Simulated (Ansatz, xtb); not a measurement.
# Relative energy of two isomers of C5H6FNO

Structure X is `N#C[C@@H]1CO[C@H](F)C1`, a singlet and structure Y is `N#C[C@@H]1CCO[C@H]1F`, a singlet. Both are isolated molecules in the gas phase, relaxed with PBE-D3(BJ)/def2-SVP; the shapes shown needn't be the lowest conformers.

X (Å):

| atom | x (Å) | y (Å) | z (Å) |
| --- | --- | --- | --- |
| C | -0.6059 | -0.7243 | 0.3917 |
| C | -1.1368 | -1.2491 | -0.8614 |
| C | -1.2382 | -2.7959 | -0.9098 |
| C | -0.3367 | -2.2589 | -2.9227 |
| C | -0.2695 | -0.9439 | -2.1152 |
| F | 0.9170 | -2.8669 | -2.8894 |
| N | -0.1718 | -0.3188 | 1.4015 |
| O | -1.2827 | -3.0716 | -2.3076 |
| H | -2.1548 | -0.8288 | -1.0048 |
| H | -2.1574 | -3.1958 | -0.4435 |
| H | -0.3485 | -3.2634 | -0.4326 |
| H | -0.6198 | -2.1518 | -3.9905 |
| H | 0.7839 | -0.7379 | -1.8486 |
| H | -0.6622 | -0.0815 | -2.6844 |

Y (Å):

```tsv
atom	x (Å)	y (Å)	z (Å)
C	-0.4939	-0.0703	-0.5236
C	-0.8593	-0.8430	-1.7106
C	-1.7388	-2.0722	-1.3781
C	-0.6898	-3.1030	-0.9399
C	0.3673	-1.5680	-2.3228
F	0.0404	-1.8685	-3.6475
N	-0.2021	0.5359	0.4353
O	0.5446	-2.7154	-1.5833
H	-1.3211	-0.1667	-2.4571
H	-2.2463	-2.3929	-2.3078
H	-2.5017	-1.8667	-0.6050
H	-0.5208	-3.0885	0.1581
H	-0.9517	-4.1372	-1.2421
H	1.3115	-0.9857	-2.3371
```

Quicker runs give these differences E(Y) − E(X): GFN2-xTB +0.39 kcal/mol; HF/STO-3G +1.73 kcal/mol (at GFN2-xTB geometries); r2SCAN-D4/def2-SVP −0.52 kcal/mol (at GFN2-xTB geometries).

Estimate E(Y) − E(X) at the level CCSD(T)/def2-SVP + ΔMP2/def2-TZVPP.

CCSD(T)/def2-SVP + ΔMP2/def2-TZVPP gives E(Y) − E(X) = −0.30 kcal/mol, slightly favouring structure Y, which is too small a margin to settle the true order.

How the difference moves with the method:

```csv
level,geometry,E(Y) − E(X) (kcal/mol),departure from the last row (kcal/mol),"job, with rough time for the two"
GFN2-xTB,GFN2-xTB,+0.39,+0.69,"optimisation, 0.22 s"
HF/STO-3G,GFN2-xTB,+1.73,+2.03,"single point, 0.62 s"
r2SCAN-D4/def2-SVP,GFN2-xTB,−0.52,−0.22,"single point, 7.8 s"
PBE-D3(BJ)/def2-SVP,PBE-D3(BJ)/def2-SVP,−0.59,−0.29,"optimisation, 57 s"
HF/def2-SVP,PBE-D3(BJ)/def2-SVP,−0.26,+0.04,part of the CCSD(T) run
MP2/def2-SVP,PBE-D3(BJ)/def2-SVP,−1.41,−1.11,part of the CCSD(T) run
CCSD(T)/def2-SVP,PBE-D3(BJ)/def2-SVP,−1.20,−0.90,single point
CCSD(T)/def2-SVP + ΔMP2/def2-TZVPP,PBE-D3(BJ)/def2-SVP,−0.30,,"single point, 3.2 min"
```

As drawn, both hold the same kinds of bond in the same numbers.

The largest departure from CCSD(T)/def2-SVP + ΔMP2/def2-TZVPP is that of HF/STO-3G, 2.03 kcal/mol. The last row adds to CCSD(T) the change of the MP2 difference between the two basis sets, here +0.90 kcal/mol.

With thermal terms from frequencies at re-optimised GFN2-xTB minima (ideal gas, soft modes damped towards free rotors, one conformer each, 298.15 K, 1 atm): on the last row, ΔE + ΔZPE = −0.53, ΔH = −0.39, ΔG = −0.83 kcal/mol.

The correlated steps freeze 8 core orbitals. Run with Ansatz 0.2.0, xtb 6.7.1; the last row on 2 threads of Arm Neoverse V2 on a shared host.
